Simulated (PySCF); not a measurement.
C₅H₇F, SMILES CC1=C(CC1)F.

Geometry optimised at PBE0-D3(BJ)/def2-SVP. The structure was generated by enumeration, and PubChem lists no compound with its InChIKey, so it may never have been made.

Level of theory: TDDFT-M06-2X/def2-SVPD (PySCF).

Vertical excitations.  State labels are in the subgroup Cs.

Computed UV-visible absorptions:
| state | symmetry | energy (eV) | λ (nm) | f | main pairs |
|---|---|---|---|---|---|
| S1 | A" | 6.34 | 196 | 0.000 | HOMO→LUMO 91 % |
| S2 | A" | 7.11 | 174 | 0.013 | HOMO→LUMO+1 84 % |
| S3 | A" | 7.24 | 171 | 0.005 | HOMO→LUMO+2 86 % |
| S4 | A' | 7.29 | 170 | 0.331 | HOMO→LUMO+3 97 % |
| S5 | A" | 8.09 | 153 | 0.014 | HOMO→LUMO+4 57 %, HOMO→LUMO+5 35 % |
| S6 | A" | 8.37 | 148 | 0.006 | HOMO→LUMO+5 41 %, HOMO→LUMO+4 34 %, HOMO−1→LUMO+3 13 % |
| S7 | A' | 8.38 | 148 | 0.049 | HOMO→LUMO+6 98 % |
| S8 | A" | 8.48 | 146 | 0.001 | HOMO−1→LUMO+3 49 %, HOMO−2→LUMO+3 25 %, HOMO→LUMO+5 10 %, HOMO−3→LUMO+3 9 % |
| S9 | A" | 8.75 | 142 | 0.001 | HOMO−2→LUMO+3 34 %, HOMO−1→LUMO+3 26 %, HOMO−3→LUMO+3 23 %, HOMO→LUMO+5 6 % |
| S10 | A" | 8.97 | 138 | 0.008 | HOMO→LUMO+7 79 % |
| T1 | A' | 4.78 | 259 | 0 | HOMO→LUMO+3 95 % |
| T2 | A" | 6.27 | 198 | 0 | HOMO→LUMO 87 % |
| T3 | A" | 7.10 | 175 | 0 | HOMO→LUMO+1 81 % |
| T4 | A" | 7.26 | 171 | 0 | HOMO→LUMO+2 84 % |
Triplets are in the Tamm–Dancoff approximation, which puts them higher than full response would, so one can lie above its singlet here.
